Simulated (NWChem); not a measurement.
System: SnHSF, singlet; SMILES [F][Sn][SH]

The following NWChem deck was run.

```
start job
memory heap 200 mb stack 900 mb global 1100 mb
geometry units angstroms noautoz
  Sn     0.357367     0.422034     0.000622
  F     -1.448845     1.174347    -0.000533
  S     -0.394815    -1.911248     0.000921
  H      0.879268    -2.367558     0.001726
end
basis spherical
  * library def2-svp
end
ecp
  Sn library def2-ecp
end
dft
  xc xpbe96 cpbe96
  iterations 150
  vectors input atomic output neutral.movecs
end
task dft energy
charge 1
dft
  odft
  mult 2
  vectors input atomic output cation.movecs
end
task dft energy
```

Low-valent species are run as closed-shell singlets; no triplet was tried in these runs. Coordinates come from a PBE0/def2-SVP optimisation. Not confirmed as a minimum by frequencies. def2 effective core potentials on Sn; no spin-orbit coupling.

Ions are spin-unrestricted doublets at the neutral geometry; other ion states weren't tried.

**Question.** What results follow from this input? (PBE/def2-SVP with def2 effective core potentials on Sn, vertical spin-unrestricted ions.) Quantities: vertical ionisation energy, ΔSCF (eV); −ε(HOMO) (eV).

**Answer.** 
```json
{
 "vertical ionisation energy, ΔSCF (eV)": "9.38",
 "−ε(HOMO) (eV)": "6.26"
}
```
